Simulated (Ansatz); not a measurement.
A calculation with Ansatz (development build ahead of 0.2.0).

```yaml
crystal:
  periodic: [false, false, false]
  atoms:
    - { symbol: Ti, position_ang: [-0.00465, 0.03095, -0.039] }
    - { symbol: Cl, position_ang: [1.20726, 1.26253, 1.27243] }
    - { symbol: Cl, position_ang: [1.22761, -1.19786, -1.23447] }
    - { symbol: Cl, position_ang: [-1.24973, 1.2923, -1.25606] }
    - { symbol: Cl, position_ang: [-1.24533, -1.28216, 1.2117] }
basis:
  gaussian: { orbitals: aug-cc-pVDZ }
hamiltonian:
  xc: hf
```

The input is written out in the form of the current development build from the run's settings.

Results

```yaml
Converged: yes
Total_energy: -2686.70153 hartree
Spin_squared_of_the_determinant: 0.000
```

Caution: no unrestricted run beside it, a lower state can exist; other spin multiplicities were not run.
